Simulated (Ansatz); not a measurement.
Cartesian coordinates (Å):
SMILES: C/C(Cl)=C\[SiH3]
```xyz
12

C     -1.3451    -0.5315     0.7558
C     -0.9631     0.5258    -0.2213
Cl    -2.3293     1.4981    -0.7258
C      0.2422     0.7757    -0.7082
Si     1.7810    -0.1717    -0.2643
H     -0.4818    -1.1233     1.0555
H     -1.7871    -0.0832     1.6462
H     -2.0911    -1.1978     0.3213
H      0.3353     1.5914    -1.4158
H      2.0682    -0.0873     1.1855
H      1.6546    -1.6037    -0.6171
H      2.9161     0.4074    -1.0119
```
Charge 0, spin multiplicity 1.

Level of theory: frozen-core CCSD(T)/cc-pVTZ // CAM-B3LYP-D3(BJ)/def2-TZVP (Ansatz, a first-principles code).

* **HF energy**: -866.16445 Ha
* **MP2 correlation energy**: -0.81567 Ha

### Question
Estimate the CCSD correlation energy, the (T) correction, the total energy and the T1 diagnostic.

### Answer

```yaml
CCSD correlation energy: -0.87346 Ha
"(T) correction": -0.03843 Ha
CCSD(T) total energy: -867.07634 Ha
T1 diagnostic: 0.011
```
